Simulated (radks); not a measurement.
Problem. Species: the lanthanum ion La13+. Configuration: [Kr] 4d8 (the NIST ground configuration). Calculated with a radial shooting solver on a logarithmic mesh with Libxc functionals: scalar-relativistic Kohn-Sham, r2SCAN, spin-polarised, spherical densities, finite nucleus; open shells are filled with parallel spins first (spin-orbit coupling, left out, can overturn this in heavy ions); meta-GGA in the generalised Kohn-Sham scheme; Fermi nuclear charge, rms radius 4.855 fm. Some entries of the table are withheld. Estimate them.

orbital,occ.,eigenvalue (Ry),r(max) (bohr)
1s up,1,-2870.631,0.01608
1s down,1,-2870.631,0.01608
2s up,1,-473.2696,0.09089
2s down,1,-473.1599,0.09088
2p up,3,-425.7945,0.07313
2p down,3,-425.7114,0.07313
3s up,1,-115.2550,0.2598
3s down,1,-115.2327,0.2598
3p up,3,-100.0085,0.2542
3p down,3,-99.97416,0.2543
3d up,5,-78.18414,0.2099
3d down,5,-78.10614,0.2101
4s up,1,-36.43737,0.6030
4s down,1,-36.16346,0.6027
4p up,3,(1),0.6271
4p down,3,(2),0.6269
4d up,5,-23.84195,(3)
4d down,3,-23.57425,(4)
5s up,0,-15.94459,1.243
5s down,0,-15.81713,1.249
5p up,0,-14.12314,1.334
5p down,0,-14.01796,1.343

Solution. 
(1) 4p up eigenvalue (Ry): -31.32434
(2) 4p down eigenvalue (Ry): -31.05207
(3) 4d up r(max) (bohr): 0.6539
(4) 4d down r(max) (bohr): 0.6541
